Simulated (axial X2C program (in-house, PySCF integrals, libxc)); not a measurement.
## NiP: cheaper levels and CCSD(T), with spin–orbit coupling

Calculated with an in-house relativistic program for diatomic molecules. Two-component (2c) means X2C with spin–orbit coupling and atomic mean-field two-electron Coulomb and Gaunt terms. Basis: Ni dyall-cv3z [9s9p6d3f2g], P dyall-v3z [8s7p2d1f] (cores contracted in-house); Gaussian nuclei, density fitting, unrestricted open shells. Masses: Ni 57.935 u, P 30.974 u.

State: Ω = 7/2 (⟨Sz⟩ = 1.50, ⟨Lz⟩ = 2.00 at HF); fragments Ni + P.

| level | Re (Å) | ωe (cm⁻¹) | De (eV) |
| --- | --- | --- | --- |
| PBE0 | 2.093 | 409.5 | n/a |
| HF | 2.260 | 317.4 | -1.07 |
| MP2 | 2.054 | 417.2 | n/a |
| CCSD | 2.105 | 387.6 | 1.56 |
| M06 | 2.099 | 414.7 | n/a |

Correlated methods: 15 electrons correlated (number of frozen shells: Ni 3 s, 2 p; P 2 s, 1 p), 219 virtual spin orbitals or spinors in MP2, 90 natural virtuals in coupled cluster.

CCSD(T), same Hamiltonian and basis:

Re = 2.077 Å, ωe = 413.8 cm⁻¹; T1 = 0.042 (Lee–Taylor normalisation).

Question: Give the differences from CCSD(T) in the columns below.

Answer: 

| level | ΔRe (Å) | Δωe (cm⁻¹) |
| --- | --- | --- |
| PBE0 | 0.016 | -4 |
| HF | 0.183 | -96 |
| MP2 | -0.023 | 3 |
| CCSD | 0.028 | -26 |
| M06 | 0.022 | 1 |

The state is a single determinant with fixed occupations, the lowest that a limited PBE0 search found. De is counted from the lowest determinant-based energies of the atoms at the same level, without counterpoise correction. De is not given where an atomic determinant may have missed its ground term or J level, or where the truncated virtual space spoils (T). Density functionals use the spin component along the axis (collinear). Coupled cluster ran in a truncated set of natural virtual spinors; the MP2 energy of the rest was added. (T) has no such correction and the atoms are truncated less, which lowers De at CCSD(T) by a hundredth of an eV or more. PBE0 can misorder states that lie within some tenths of an eV, so this need not be the ground state of the molecule. The nearest other spin-free determinant of the search, M_S = 3/2, Λ = 0, lies 0.06 eV up at the distance of the search. The functionals have no current-density term, which raises determinants with orbital currents, atoms included. With several unpaired electrons one determinant need not be a pure state. A state of lower Ω lies just above, and one determinant can place such states too high, so the state shown need not be the lowest. The search has Ω = 3/2 only 0.11 eV up. Some points did not converge and are left out. The T1 diagnostic is large, a sign of multireference character. The stretched end of a curve changes character and is left out.
